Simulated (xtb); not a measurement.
H₆GeSi, charge -1, doublet, at the geometry of the source list (a state made from the parent by changing its charge; the spin is typed, not shown lowest), atoms displaced at random by about 0.1 Å a coordinate; GFN1-xTB with ALPB(water) run with xtb 6.7.1.

Here is a job for xtb.
```
$ xtb mol.xyz --gfn 1 --chrg -1 --uhf 1 --opt --alpb water --json

# file mol.xyz
8

Si    -1.22225975     0.10327379     0.07176335
Ge     1.21720404    -0.14310662    -0.04915951
H     -1.92021560    -0.77702320     1.04772320
H     -1.43674683     1.50166854     0.52545589
H     -1.74432525    -0.23655760    -1.26390850
H      1.50696128    -1.26537876    -0.78926922
H      1.92770752     0.94085702    -0.81719866
H      1.96503657     0.03745099     1.43881821
```

Output, abridged:

```
   ID    Z sym.   atoms
    1   14 Si     1
    2   32 Ge     2
    3    1 H      3-8

           -------------------------------------------------
          |                Calculation Setup                |
           -------------------------------------------------

           -------------------------------------------------
          |                 G F N 1 - x T B                 |
           -------------------------------------------------

      * Solvation model:               ALPB
        Solvent                        water
        Parameter file                 internal GFN1-xTB/ALPB
        Dielectric constant                8.0200E+01
        Reference state                gsolv [1 M gas/solution]
        Free energy shift                  4.2456E-03 Eh       2.6642E+00 kcal/mol
        Temperature                        2.9815E+02 K
        Density                            1.0000E+00 kg/L
        Solvent mass                       1.8000E+01 g/mol
        Interaction kernel             P16
        Born radius scaling (c1)           1.9452E+00
        Born radii integrator          GBOBC
        Born offset                        0.0000E+00 a0       0.0000E+00 AA
        H-bond correction              true
        Ion screening                  false
        Surface tension                    1.0000E-05 Eh       1.5569E+01 dyn/cm
        Grid points                               230 per atom

          ...................................................
          :                      SETUP                      :
          :.................................................:
          :  # basis functions                  32          :
          :  # atomic orbitals                  30          :
          :  # shells                           18          :
          :  # electrons                        15          :
          :  # halogen bonds                     0          :
          :  max. iterations                   250          :
          :  Hamiltonian                  GFN1-xTB          :
          :  restarted?                      false          :
          :  GBSA solvation                   true          :
          :  PC potential                    false          :
          :  electronic temp.          300.0000000     K    :
          :  accuracy                    1.0000000          :
          :  -> integral cutoff          0.2500000E+02      :
          :  -> integral neglect         0.1000000E-07      :
          :  -> SCF convergence          0.1000000E-05 Eh   :
          :  -> wf. convergence          0.2000000E-04 e    :
          :  Broyden damping             0.4000000          :
          :  net charge                         -1          :
          :  unpaired electrons                  1          :
          ...................................................

 iter      E             dE          RMSdq      gap      omega  full diag
   1     -6.7353517 -0.673535E+01  0.643E+00    0.61       0.0  T
   2     -6.8893408 -0.153989E+00  0.448E+00    0.48       1.0  T
   3     -6.9783732 -0.890324E-01  0.242E+00    0.61       1.0  T
   4     -7.0173346 -0.389614E-01  0.901E-01    0.72       1.0  T
   5     -7.0205970 -0.326233E-02  0.757E-01    0.76       1.0  T
   6     -7.0207396 -0.142624E-03  0.758E-01    0.76       1.0  T
   7     -6.9924359  0.283037E-01  0.241E+00    0.58       1.0  T
   8     -7.3077283 -0.315292E+00  0.321E+00    0.75       1.0  T
   9     -7.3629756 -0.552473E-01  0.344E+00    0.74       1.0  T
  10     -7.0298497  0.333126E+00  0.104E+00    0.80       1.0  T
  11     -7.0525721 -0.227224E-01  0.145E+00    0.81       1.0  T
  12     -7.0350561  0.175160E-01  0.114E+00    0.79       1.0  T
  13     -7.0228055  0.122506E-01  0.846E-01    0.77       1.0  T
  14     -7.0181188  0.468670E-02  0.781E-01    0.74       1.0  T
  15     -7.0124899  0.562899E-02  0.104E+00    0.70       1.0  T
  16     -7.0150069 -0.251703E-02  0.883E-01    0.72       1.0  T
  17     -7.0236488 -0.864194E-02  0.861E-01    0.77       1.0  T
  18     -7.3248591 -0.301210E+00  0.332E+00    0.75       1.0  T
  19    -18.9981786 -0.116733E+02  0.146E+01    0.13       1.0  T
  20    -22.7153313 -0.371715E+01  0.164E+01    0.10       1.0  T
  21    -80.4243430 -0.577090E+02  0.274E+01    0.09       1.0  T
  22    -10.8535929  0.695708E+02  0.871E+00    0.32       1.0  T
  23    -86.5579984 -0.757044E+02  0.264E+01    0.55       1.0  T
  24    -84.7855685  0.177243E+01  0.261E+01    0.25       1.0  T
  25    -86.5235358 -0.173797E+01  0.255E+01    0.56       1.0  T
  26    -86.3519786  0.171557E+00  0.249E+01    0.50       1.0  T
  27    -86.6171811 -0.265203E+00  0.243E+01    0.63       1.0  T
  28    -86.7622215 -0.145040E+00  0.230E+01    0.78       1.0  T
  29    -86.8839741 -0.121753E+00  0.210E+01    1.06       1.0  T
  30    -86.9176923 -0.337182E-01  0.189E+01    1.25       1.0  T
  31    -86.9130461  0.464622E-02  0.168E+01    1.25       1.0  T
  32    -86.8474139  0.656322E-01  0.159E+01    1.07       1.0  T
  33    -86.7309688  0.116445E+00  0.164E+01    0.87       1.0  T
  34    -86.6619989  0.689699E-01  0.169E+01    0.79       1.0  T
  35    -86.6699690 -0.797006E-02  0.169E+01    0.80       1.0  T
  36    -86.7778833 -0.107914E+00  0.166E+01    0.93       1.0  T
  37    -86.8399790 -0.620957E-01  0.164E+01    1.04       1.0  T
  38    -86.8553414 -0.153624E-01  0.162E+01    1.07       1.0  T
  39    -86.8577571 -0.241574E-02  0.163E+01    1.08       1.0  T
  40    -86.9172513 -0.594941E-01  0.161E+01    1.28       1.0  T
  41    -86.9433464 -0.260952E-01  0.158E+01    1.49       1.0  T
  42    -86.9512014 -0.785498E-02  0.152E+01    1.69       1.0  T
  43    -86.9528924 -0.169094E-02  0.141E+01    1.93       1.0  T
  44    -86.9501483  0.274406E-02  0.127E+01    2.24       1.0  T
  45    -86.9443750  0.577328E-02  0.113E+01    2.57       1.0  T
  46    -86.9387045  0.567050E-02  0.104E+01    2.88       1.0  T
[...]
 * total energy  :  -371.9152684 Eh     change        0.6037663E+01 Eh
 * total energy  :  -321.2057311 Eh     change        0.5070954E+02 Eh
 * total energy  :  -403.8175105 Eh     change       -0.8261178E+02 Eh
 * total energy  :  -381.3106460 Eh     change        0.2250686E+02 Eh
 * total energy  :  -426.5006055 Eh     change       -0.4518996E+02 Eh
 * total energy  :  -318.8844974 Eh     change        0.1076161E+03 Eh
 * total energy  :  -406.3288601 Eh     change       -0.8744436E+02 Eh
 * total energy  :  -356.5917866 Eh     change        0.4973707E+02 Eh
 * total energy  :  -397.3459376 Eh     change       -0.4075415E+02 Eh
 * total energy  :  -351.2900712 Eh     change        0.4605587E+02 Eh
 * total energy  :  -431.6348128 Eh     change       -0.8034474E+02 Eh
 * total energy  :  -376.7594378 Eh     change        0.5487537E+02 Eh
 * total energy  :  -435.1885005 Eh     change       -0.5842906E+02 Eh
 * total energy  :  -371.0617826 Eh     change        0.6412672E+02 Eh
[...]
H7-Ge2-H6=102.32               H8-Ge2-Si1=112.90              H8-Ge2-H6=118.16               H8-Ge2-H7= 99.48

 selected dihedral angles (degree)
 ---------------------------------
H6-Ge2-Si1-H3= 78.46          H6-Ge2-Si1-H4=195.84          H6-Ge2-Si1-H5=319.53          H7-Ge2-Si1-H3=192.29
H7-Ge2-Si1-H4=309.67          H7-Ge2-Si1-H5= 73.37          H8-Ge2-Si1-H3=305.46          H8-Ge2-Si1-H4= 62.85
H8-Ge2-Si1-H5=186.54
           -------------------------------------------------
          |                Final Singlepoint                |
           -------------------------------------------------

          ...................................................
          :                      SETUP                      :
          :.................................................:
          :  # basis functions                  32          :
          :  # atomic orbitals                  30          :
          :  # shells                           18          :
          :  # electrons                        15          :
          :  # halogen bonds                     0          :
          :  max. iterations                   250          :
          :  Hamiltonian                  GFN1-xTB          :
          :  restarted?                      false          :
          :  GBSA solvation                   true          :
          :  PC potential                    false          :
          :  electronic temp.          300.0000000     K    :
          :  accuracy                    1.0000000          :
          :  -> integral cutoff          0.2500000E+02      :
          :  -> integral neglect         0.1000000E-07      :
          :  -> SCF convergence          0.1000000E-05 Eh   :
          :  -> wf. convergence          0.2000000E-04 e    :
          :  Broyden damping             0.4000000          :
          :  net charge                         -1          :
          :  unpaired electrons                  1          :
          ...................................................

 iter      E             dE          RMSdq      gap      omega  full diag
   1    -86.1191058 -0.861191E+02  0.449E+01    7.01       0.0  T
   2    -86.6489815 -0.529876E+00  0.267E+01    5.08       1.0  T
   3    -86.9646407 -0.315659E+00  0.257E-01    2.47       1.0  T
   4    -86.9646630 -0.222708E-04  0.156E-01    2.46       1.0  T
   5    -86.9646760 -0.130339E-04  0.190E-03    2.44      18.6  T
   6    -86.9646760 -0.364457E-08  0.737E-04    2.44      48.0  T
   7    -86.9646760 -0.567766E-09  0.167E-06    2.44   21210.4  T
   8    -86.9646760  0.284217E-12  0.102E-07    2.44  100000.0  T

   *** convergence criteria satisfied after 8 iterations ***

         #    Occupation            Energy/Eh            Energy/eV
      -------------------------------------------------------------
         1        2.0000          -30.9203628            -841.3859
         2        2.0000          -29.7452611            -809.4098
         3        2.0000          -28.5529829            -776.9662
         4        2.0000          -25.4140010            -691.5502
         5        2.0000          -22.8728849            -622.4029
         6        2.0000          -22.6900361            -617.4273
ERROR STOP

Error termination. Backtrace:
         7        2.0000          -22.2374792            -605.1126
         8        1.0000          -21.6745281            -589.7939 (HOMO)
         9                        -21.5847676            -587.3514 (LUMO)
        10                         -4.7348582            -128.8420
        11                         -4.6967536            -127.8052
        12                         -4.5878821            -124.8426
        13                         -4.1686094            -113.4336
       ...                                ...                  ...
        30                          8.2976822             225.7914
      -------------------------------------------------------------
                  HL-Gap            0.0897604 Eh            2.4425 eV
             Fermi-level          -21.7928257 Eh         -593.0130 eV

         :::::::::::::::::::::::::::::::::::::::::::::::::::::
         ::                     SUMMARY                     ::
         :::::::::::::::::::::::::::::::::::::::::::::::::::::
         :: total energy             -86.910577880445 Eh    ::
         :: total w/o Gsasa/hb       -86.728977805050 Eh    ::
         :: gradient norm             25.097429929263 Eh/a0 ::
         :: HOMO-LUMO gap              2.442506155522 eV    ::
         ::.................................................::
         :: SCC energy               -86.964676012756 Eh    ::
         :: -> electrostatic         -85.858835169452 Eh    ::
         :: -> Gsolv                  -1.120178011339 Eh    ::
         ::    -> Gelec               -0.938577935943 Eh    ::
         ::    -> Gsasa               -0.002315559311 Eh    ::
         ::    -> Ghb                 -0.183530122755 Eh    ::
         ::    -> Gshift               0.004245606671 Eh    ::
         :: repulsion energy           0.056091461470 Eh    ::
         :: dispersion energy         -0.001993329160 Eh    ::
         :: halogen bond corr.         0.000000000000 Eh    ::
         :: add. restraining           0.000000000000 Eh    ::
         :: total charge              -1.000000000000 e     ::
         :::::::::::::::::::::::::::::::::::::::::::::::::::::

last geometry written to: xtblast.xyz

########################################################################
[ERROR] Program stopped due to fatal error
-5- Geometry optimization failed
-4- xtb_geoopt: Trying to recover from failed geometry optimization
-3- xtb_geoopt: Geometry optimization did not converge
-2- optimizer_ancopt: Could not relax/optimize structure
-1- optimizer_relax: |grad| > 500, something is totally wrong!
########################################################################

abnormal termination of xtb
```

Convergence was not reached.
